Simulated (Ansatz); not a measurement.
The cluster Al8Si2⁻, relaxed as a quartet with UKS PBE-D4/def2-SVP in Ansatz, starting from the PBE-D4/def2-SVP geometry of the charge -1 doublet. Force threshold 0.03 eV/Å.

At PBE-D4/def2-SVP a doublet of charge -1 lies 0.67 eV below the quartet, each at its own geometry. The structure comes from a short search, and lower isomers may exist.

Start:

```csv
atom,x (Å),y (Å),z (Å)
Al1,1.325,-1.074,-1.861
Al2,0.559,-2.137,0.401
Al3,0.900,0.568,0.429
Al4,-1.234,-0.787,-1.434
Al5,0.512,-0.972,2.756
Al6,-0.138,1.447,-2.174
Al7,-1.746,-0.957,1.106
Al8,-1.612,1.536,0.023
Si9,2.261,1.231,-1.610
Si10,-0.827,1.143,2.364
```

Task: Estimate the energy that the relaxation releases and the steps that it takes.

Result: 4.3 kcal/mol, in 6 steps; 27 s on 4 threads of INTEL XEON PLATINUM 8581C on a shared host. The force fell under the threshold at step 5, but the optimiser went on. No frequencies were taken in this run, so the end may be a saddle point.

Task: Does the start keep its bonding?

Result: By distances, no bond broke or formed. The bond that changes most is Al3–Al6, from 2.94 to 2.72 Å (atoms count from 1).

Task: Predict the relaxed structure.

Result: 
```csv
atom,x (Å),y (Å),z (Å)
Al1,1.326,-1.036,-1.900
Al2,0.593,-2.209,0.357
Al3,0.842,0.537,0.376
Al4,-1.199,-0.873,-1.315
Al5,0.492,-0.939,2.646
Al6,-0.032,1.556,-1.991
Al7,-1.813,-0.989,1.220
Al8,-1.773,1.540,-0.014
Si9,2.366,1.195,-1.661
Si10,-0.802,1.217,2.281
```
Bond lengths (bridged metal pairs left out): 16 × Al–Al 2.60 to 2.83 Å; 7 × Al–Si 2.45 to 2.65 Å.
